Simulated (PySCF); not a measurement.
Re(O)3(Me) (CH3O3Re), SMILES [CH3][Re](=[O])(=[O])=[O], multiplicity 1. Geometry optimised at PBE-D3(BJ)/def2-SVP. The multiplicity is an assumed one; no other spin state was optimised. The isomer is the one that the SMILES or the coordinates give; other isomers of the formula were not compared. The def2 effective core potentials stand for the cores of Re; spin–orbit coupling is left out.

These are PBE-D3(BJ)/def2-SVP in PySCF values and carry that method's errors.

Harmonic wavenumbers (cm⁻¹): 189, 205, 205, 258, 318, 318, 566, 707, 707, 971, 971, 994, 1178, 1351, 1351, 2972, 3089, 3089. Rotational constants (GHz): 3.773, 3.410, 3.410; symmetry number 3.

Task: Work out the zero-point energy and the ideal-gas rigid-rotor harmonic-oscillator thermochemistry at 298.15 K and 1 atm.

Result: ZPE = ½ Σ hcν = ½ × 19440 cm⁻¹ = 27.79 kcal/mol. H − E(el) = 32.36 kcal/mol. Entropy in cal/(mol K): translation 42.44, rotation 24.21, vibration 12.23, total 78.88. G − E(el) = 8.84 kcal/mol. Cp = 22.91 cal/(mol K).
